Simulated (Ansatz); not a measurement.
Z-matrix (Å, degrees):
```
Al
O 1 1.940
C 1 1.962 2 45.9
H 1 1.585 2 111.4 3 -112.3
H 1 1.587 2 109.3 3 107.4
C 2 1.443 1 126.1 3 -99.1
C 3 1.465 1 119.9 2 90.6
H 3 1.091 1 124.3 2 -97.1
C 6 1.493 2 104.1 1 71.5
H 6 1.094 2 108.1 1 -49.8
H 6 1.098 2 108.9 1 -167.4
H 7 1.082 3 121.9 1 108.5
H 9 1.081 6 122.8 2 -176.5
```

Total charge 0; spin multiplicity 1. The bonds changed during the relaxation, so this is another structure than the one it started from.

(1) List the ωB97M-V/def2-TZVPP orbital energies in eV (Ansatz 0.2.0). (Best estimate.)

Answers

(1) Computed: Occupied: -1531.39, -527.53, -283.38, -282.37, -281.88, -281.65, -116.00, -75.64, -75.52, -75.47, -32.65, -25.33, -23.72, -19.73, -18.87, -17.42, -16.96, -15.08, -14.18, -13.58, -13.07, -12.83, -11.79, -11.15, -10.23, -8.48. Lowest empty: 1.35, 2.25, 2.48, 3.04, 3.49, 3.60, 3.90, 3.99.
